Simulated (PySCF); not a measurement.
# Correlation energy of Zn²⁺ (zinc, charge +2)

[Ar] 3d10, closed-shell 1S. Computed with PySCF 2.14 in jorge-DZP-DKH, with scalar relativity by spin-free X2C-1e. Frozen: [Ar]; 10 electrons correlated.

Total MP2 correlation energy: -256.88 mhartree.

Same-spin part -97.48 and opposite-spin part -159.40 mhartree; SCS-MP2 scales them by 1/3 and 6/5 to -223.78 mhartree.

```csv
level,correlation energy (mhartree)
CCSD,-237.10
(T),-6.15
CCSD(T),-243.25
```

Diagnostics: T1 = 0.0057, D1 = 0.0081, largest double amplitude 0.028.

Cost of the coupled-cluster step: 0.34 s of wall time on 1 thread of Neoverse-N1 (shared host), for 10 correlated electrons.

Iterations:

```
CC2 = 0
CCSD nocc = 5, nmo = 34
frozen orbitals [0, 1, 2, 3, 4, 5, 6, 7, 8]
max_cycle = 100
direct = 0
conv_tol = 1e-08
conv_tol_normt = 1e-06
diis_space = 8
diis_start_cycle = 0
Init t2, MP2 energy = -1793.43072840065  E_corr(MP2) -0.256881766264904
Init E_corr(CCSD) = -0.256881766266325
cycle = 1  E_corr(CCSD) = -0.231948862401752  dE = 0.0249329039  norm(t1,t2) = 0.0297152
cycle = 2  E_corr(CCSD) = -0.238463169143622  dE = -0.00651430674  norm(t1,t2) = 0.0105624
cycle = 3  E_corr(CCSD) = -0.237065369834486  dE = 0.00139779931  norm(t1,t2) = 0.00334628
cycle = 4  E_corr(CCSD) = -0.237094622229672  dE = -2.92523952e-05  norm(t1,t2) = 0.00015552
cycle = 5  E_corr(CCSD) = -0.237099079386765  dE = -4.45715709e-06  norm(t1,t2) = 8.93717e-06
cycle = 6  E_corr(CCSD) = -0.23709859178025  dE = 4.87606516e-07  norm(t1,t2) = 1.57482e-06
cycle = 7  E_corr(CCSD) = -0.237098403523063  dE = 1.88257187e-07  norm(t1,t2) = 3.22276e-07
cycle = 8  E_corr(CCSD) = -0.23709840582756  dE = -2.30449751e-09  norm(t1,t2) = 2.44755e-08
CCSD converged
E(CCSD) = -1793.410945040215  E_corr = -0.2370984058275602
CCSD(T) correction = -0.00615210085568478
```
